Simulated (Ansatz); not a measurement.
```yaml
crystal:
  periodic: [false, false, false]
  atoms:
    - {symbol: Os, position_ang: [0.268480, 0.463476, 0.181014]}
    - {symbol: O, position_ang: [0.259146, 0.499122, 2.307953]}
    - {symbol: O, position_ang: [2.279378, 0.461648, -0.513754]}
    - {symbol: O, position_ang: [-0.728388, 2.192988, -0.554146]}
    - {symbol: N, position_ang: [-0.729179, -1.292409, -0.514634]}
    - {symbol: H, position_ang: [-1.349450, -2.324825, -0.906419]}
basis:
  gaussian: {orbitals: def2-TZVP}
hamiltonian: {xc: {name: HF}}
correlation: {method: mp2, electrons: all}
scf: {omitted_lower_state_checks: [starts]}
output: {forces: true}
```

```sh
$ ansatz run in.yaml --threads 4 --pin off --events-out ev --progress --plain --max-ram 3916MiB
```

It prints (some lines left out):

```
Functional definition: HF
1231 factors; integrals over basis functions are off by at most 1.1e-3 eV
mean field evaluation 1: about -9991.1619 eV, gradient 1.4e2 eV
mean field evaluation 2: about -9991.3889 eV, gradient 1.4e2 eV
mean field evaluation 4: about -10004.9518 eV, gradient 1.2e2 eV
mean field evaluation 8: about -10035.8016 eV, gradient 5.6e0 eV
mean field evaluation 16: about -10036.9439 eV, gradient 2.0e0 eV
mean field evaluation 32: about -10038.3859 eV, gradient 1.6e-2 eV
mean field -10038.38593385 eV, -368.9038788066 hartree, gradient 3.1e-6 eV, S^2 0.000000; 0 other end points of the search recorded, 0 dependent functions left out; unrestricted orbitals would lower it
mean field evaluation 64: about -10047.9965 eV, gradient 1.3e-3 eV
unrestricted determinant -10047.99649866 eV, -369.2570605492 hartree, S^2 3.8782
reference -10038.38593385 eV, -368.9038788066 hartree; 24, 24 occupied and 146, 146 virtual orbitals, 1231 factors
second order -41.82094766 eV of doubles, -0.00000000 eV of singles
Total energy: -10080.20688151 eV, -370.4407702858 hartree
Atom 0 at     0.268480     0.463476     0.181014 Å, force     1.333254     3.011683     1.359380 eV/Å
Atom 1 at     0.259146     0.499122     2.307953 Å, force    -0.081959    -0.587684   -15.146736 eV/Å
Atom 2 at     2.279378     0.461648    -0.513754 Å, force   -13.648187    -0.063622     4.655933 eV/Å
Atom 3 at    -0.728388     2.192988    -0.554146 Å, force     6.881516   -12.489850     5.020568 eV/Å
Atom 4 at    -0.729179    -1.292409    -0.514634 Å, force     3.055822     6.062735     2.580388 eV/Å
Atom 5 at    -1.349450    -2.324825    -0.906419 Å, force     2.459555     4.066738     1.530466 eV/Å
Dipole moment:    -0.510665    -1.395976    -0.588409 e Å
Checks for a lower state left out: starts
```

Hardware: 4 threads of Arm Neoverse V1 on a shared host. Wall time 16 s.

In the def2 sets Os takes a core potential; there is no spin–orbit coupling. Correlated methods freeze no core orbitals; core or outer-core shells of Os are correlated, in sets that lack core-valence functions. The restricted singlet (for correlated methods, its reference) is unstable: a solution with broken spin symmetry lies lower.
